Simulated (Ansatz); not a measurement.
C$_{2}$H$_{3}$AuN (SMILES C[N+]#[C-]->[Au]), doublet, geometry from GFN2-xTB (such geometries of metal compounds can be far from the true shape) (the multiplicity is a formal guess) (core potentials on Au); B3LYP5/def2-SVPD (Ansatz, a first-principles code).

Input for Ansatz:
Ansatz 0.2 input:
```yaml
crystal:
  periodic: [false, false, false]
  atoms:
    - {symbol: Au, position_ang: [-0.54339413, -0.35668584, -0.25701587]}
    - {symbol: C, position_ang: [2.63682431, 1.86151860, 1.47509506]}
    - {symbol: N, position_ang: [1.53316793, 1.14161734, 0.96100701]}
    - {symbol: C, position_ang: [1.27111041, 0.47443271, -0.02646591]}
    - {symbol: H, position_ang: [2.33558046, 2.90189346, 1.61443911]}
    - {symbol: H, position_ang: [3.51578500, 1.82487320, 0.82077532]}
    - {symbol: H, position_ang: [2.89698662, 1.44438510, 2.45021541]}
basis:
  gaussian:
    orbitals: def2-SVPD
hamiltonian:
  xc: b3lyp5
magnetization: {spin_polarized: true, initial_magnetization: 1}
```

**Question.** Predict the main parts of the log of this Ansatz run.

**Answer.** 
```
Functional definition: B3LYP5
1079 factors; their error is unknown
mean field evaluation 1: about -7293.3075 eV, gradient 3.4e1 eV
mean field evaluation 2: about -7271.8884 eV, gradient 7.1e1 eV
mean field evaluation 4: about -7299.0841 eV, gradient 6.0e0 eV
mean field evaluation 8: about -7299.2421 eV, gradient 1.5e-1 eV
mean field evaluation 16: about -7299.2909 eV, gradient 2.0e-3 eV
mean field -7299.29086483 eV, -268.2439916454 hartree, gradient 8.2e-5 eV, S^2 0.757311; 0 other end points of the search recorded, 0 dependent functions left out
reference -7299.29109489 eV, -268.2440000999 hartree; 21, 20 occupied and 98, 99 virtual orbitals, 1079 factors
Total energy: -7299.29109489 eV, -268.2440000999 hartree
```
